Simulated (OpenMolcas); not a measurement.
**What dynamic correlation does to the levels of Ca II**

```json
{
 "Program": "OpenMolcas 26.06",
 "Basis": "ANO-RCC-VQZP [7s6p3d2f1g]",
 "Scalar Hamiltonian": "DKH3, point nucleus",
 "Active space": "1 electron in 8 orbitals (4s 4p 5s 5p)",
 "State averaging": "2S+1 = 2 even, 1 root; 2S+1 = 2 odd, 3 roots",
 "Spin-orbit coupling": "state interaction with AMFI integrals over the reference wave functions, term energies averaged over their components"
}
```

Methods on the same reference wave functions:
A. CASSCF
B. SS-CASPT2, IPEA 0.25 Eh, imaginary shift 0.1 Eh (closed shells correlated: 3s 3p)

Energies in cm⁻¹ above 4s ²S_1/2, the measured ground level; measured values from NIST Handbook of Basic Atomic Spectroscopic Data.

```csv
Level,A,B,Measured
4s ²S_1/2,0.0,0.0,0.0
4p ²P°_1/2,23557,25228,25192
4p ²P°_3/2,23716,25388,25414
```

Deviations, from unrounded energies. A percentage is the sum of absolute deviations over the sum of measured energies, with the sign that they share, or ± where signs differ.

```tsv
Against measurement	Levels	A	B
mean absolute deviation (cm-1)	2	1700	32
other configurations (%)	2	-6.6	±0.1
```

B lies closest to measurement on these levels. The largest miss of B in the table is 4p ²P°_1/2, by +36 cm-1. The ranking rests on the paired levels alone, and a cruder setting can come out closer through cancelling errors.

The lowest spin-free term lies below A's lowest term by 0.257 hartree in B.

With one active electron outside closed inactive shells, the extra shells (5p 5s) add no correlation to the reference. ANO sets are built for ground and valence states and can reach diffuse excited orbitals poorly. With one active electron the reference holds no correlation, so core polarisation is missing (holds for A). With one active electron, CASPT2 adds the correlation within the correlated inactive shells and between them and that electron, and leaves the splitting within a term as the reference gives it (holds for B). Measured partners are found by configuration, term and J. A level has none where our copy of the source lacks it or the pairing is in doubt (some pairs that miss far off the trend of their configuration count as doubtful), and it then counts in no deviation. Only configurations of the active space appear.

° marks odd parity.
